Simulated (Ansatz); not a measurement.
Cost and result up the ladder for Li₆Si (7 atoms). The state is a singlet with charge 0. Geometry: B3LYP-D4/def2-TZVP.

```
atom   x (Å)   y (Å)   z (Å)
 Li1   1.184   0.292  -1.484
 Li2   1.378  -0.767   1.104
 Li3   1.777  -2.767  -1.263
 Li4  -1.534   0.958   2.272
 Li5  -1.008  -1.018  -0.351
 Li6  -1.752   2.190  -0.739
 Si7  -0.045   1.111   0.461
```

Ansatz on 4 threads of Arm Neoverse V2 on a shared host. Times are rough, and most runs start from the orbitals of an earlier one. No level here is sound enough to serve as a yardstick. Binding counts from free atoms at the same level (Li doublet, Si triplet; other spins of the atoms weren't run), without zero-point energy or a counterpoise term.

LC-ωPBE has ω = 0.4 bohr⁻¹. HSE06 is defined as in plane-wave codes, on full-range PBE exchange. Correlated methods freeze 5 core orbitals; core or outer-core shells of Li are correlated, in sets that lack core-valence functions. The structure comes from a short search, and lower isomers may exist.

Run but left out: HF/STO-3G (restricted singlet, unstable in another Hartree–Fock run and untested here).

Correlated methods converge slowly with the basis.

```tsv
level	functions	binding energy per atom (eV)	remarks
LC-ωPBE/def2-TZVP	121	1.28	restricted SCF unstable in HF
ωB97M-V/def2-TZVP	121	1.40	restricted SCF unstable in HF
PBE0-D4/def2-SVP	72	1.39	restricted SCF unstable in HF
r2SCAN-D4/def2-TZVPD	145	1.38	restricted SCF unstable in HF
PBE-D4/def2-SVP	72	1.44	restricted SCF unstable in HF
LDA (SPW92)/def2-TZVP	121	1.59	restricted SCF unstable in HF
HSE06-D4/def2-TZVP	121	1.36	restricted SCF unstable in HF
B97M-V/def2-TZVP	121	1.42	restricted SCF unstable in HF
RPA@PBE/def2-TZVP	121	1.08	restricted SCF unstable in HF
MP2/def2-TZVP	121	1.23	restricted SCF unstable
PBE0-D4/def2-TZVP (with forces)	121	1.35	restricted SCF unstable in HF
BLYP-D4/def2-TZVP	121	1.30	restricted SCF unstable in HF
PBE-D4/def2-TZVPD	145	1.40	restricted SCF unstable in HF
PBE-D4/def2-TZVP	121	1.39	restricted SCF unstable in HF
```

Estimate how long each takes.

LDA (SPW92)/def2-TZVP 0.5 s; MP2/def2-TZVP 0.55 s; PBE-D4/def2-SVP 0.75 s; PBE0-D4/def2-SVP 0.75 s; PBE-D4/def2-TZVP 0.9 s; BLYP-D4/def2-TZVP 0.95 s; HSE06-D4/def2-TZVP 1 s; LC-ωPBE/def2-TZVP 1.1 s; PBE-D4/def2-TZVPD 1.2 s; RPA@PBE/def2-TZVP 1.6 s; PBE0-D4/def2-TZVP (with forces) 1.8 s; r2SCAN-D4/def2-TZVPD 2.4 s; B97M-V/def2-TZVP 4.1 s; ωB97M-V/def2-TZVP 4.1 s. On shared hardware such times vary by a factor of up to 3.
